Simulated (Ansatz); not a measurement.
Computed with Ansatz on PBE0-D4/def2-TZVP structures; ΔE is electronic, products minus reactants. CBS: MP2 limit from def2 TZ/QZ plus the TZ coupled-cluster correction, frozen cores. Functionals use def2-TZVPP. B3LYP here is the variant with VWN-RPA as its local correlation; programs differ in this. One conformer a species, not always the lowest.

Consider the redistribution: `O[Si@@H](F)[C@@H]1CO1` + `CN([SiH2]O)[SiH2]F` → `CN([SiH2]O)[SiH](O)F` + `F[SiH2]C1CO1`.

```tsv
level	ΔE (kJ/mol)	difference from CCSD(T)/CBS
PBE-D4	8.5	1.6
B3LYP-D4	5.9	-1.0
ωB97X-V	6.8	-0.1
PBE	9.4	2.5
PBE0	7.2	0.3
HF/def2-TZVPP	4.6	-2.3
SCS-MP2/def2-TZVPP	7.9	1.0
CCSD/def2-TZVPP	6.5	-0.4
HF/CBS(def2)	4.4	-2.5
CCSD/CBS(def2)	6.3	-0.6
CCSD(T)/CBS	6.9	0
```

Largest T1 diagnostic among the species: 0.012.
